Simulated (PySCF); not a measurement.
The PySCF input:
```python
from pyscf import gto, scf, dft

mol = gto.Mole()
mol.atom = '''
    C    -0.32699695    1.59266303   -0.02416814
    S    -0.12707996   -0.11706004    0.53302143
    C     1.56698729   -0.43396355   -0.01769474
    C    -1.04842027   -0.98223421   -0.76165445
    H    -0.05112509    1.69483052   -1.06929569
    H     0.30089571    2.22944413    0.59322410
    H    -1.36509273    1.88020121    0.11932921
    H     1.69089796   -0.16919250   -1.06334168
    H     1.78324231   -1.48862275    0.13008982
    H     2.24278175    0.15156102    0.59986122
    H    -0.71466601   -0.67347343   -1.74761082
    H    -0.89831297   -2.05076003   -0.63268579
    H    -2.10476197   -0.75981919   -0.63680928
'''
mol.basis = '6-31g*'
mol.charge = 1
mol.verbose = 4
mol.build()

mf = dft.RKS(mol)
mf.xc = 'blyp'
mf.kernel()
```

Question: What does this run give for the Mulliken (on the basis functions themselves) charges in atom order, nuclear repulsion energy, number of basis functions, HOMO energy, HOMO-LUMO gap, total energy?

Answer: 
The Mulliken (on the basis functions themselves) charges in atom order is C1 -0.58, S2 0.57, C3 -0.58, C4 -0.58, H5 0.23, H6 0.25, H7 0.25, H8 0.23, H9 0.25, H10 0.25, H11 0.23, H12 0.25, H13 0.25 and the nuclear repulsion energy is 187.7780 Eh. The number of basis functions comes out as 78 and the HOMO energy is -13.06 eV. The HOMO-LUMO gap is 7.45 eV. The total energy comes out as -517.551404 Ha.
